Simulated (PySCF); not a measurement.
F3GeHO, SMILES [OH][Ge]([F])([F])[F]. Atoms are numbered in the order given.

```xyz
6

O      0.0757     1.7631     0.0000
Ge     0.0075     0.0092     0.0000
F     -0.8137    -0.6284    -1.3843
F      1.6248    -0.5817     0.0000
F     -0.8137    -0.6284     1.3843
H     -0.8220     2.1497     0.0000
```

Geometry: PBE-D3(BJ)/def2-SVP. This is a generated structure with no PubChem entry under its InChIKey; it may be hypothetical. One conformer was computed; it need not be the lowest.

Two levels are set side by side: PBE/pcSseg-1 (PySCF) and HF/pcSseg-1 (PySCF). GIAO shifts against CFCl3 (¹⁹F), GeH4 (⁷³Ge), H2O (¹⁷O), TMS (¹H) at the same level; non-relativistic, no solvent, atoms listed together averaged. Differences are taken from unrounded values.

| quantity | HF |
|---|---|
| δ(¹⁷O) of O1 (ppm) | 20.7 |
| δ(⁷³Ge) of Ge2 (ppm) | 126.3 |
| δ(¹H) of H6 (ppm) | 3.17 |

Task: What does PBE give, and how far is it from HF? (The exact figures need the calculation; the answer reports its results.)

Result: 
| quantity | PBE | PBE minus HF |
|---|---|---|
| δ(¹⁷O) of O1 (ppm) | 73.8 | 53.1 |
| δ(⁷³Ge) of Ge2 (ppm) | 254.4 | 128.1 |
| δ(¹H) of H6 (ppm) | 2.85 | -0.32 |

Rough cost on one machine, each run with all the roots and properties that it gave: HF against PBE within a factor of 2.
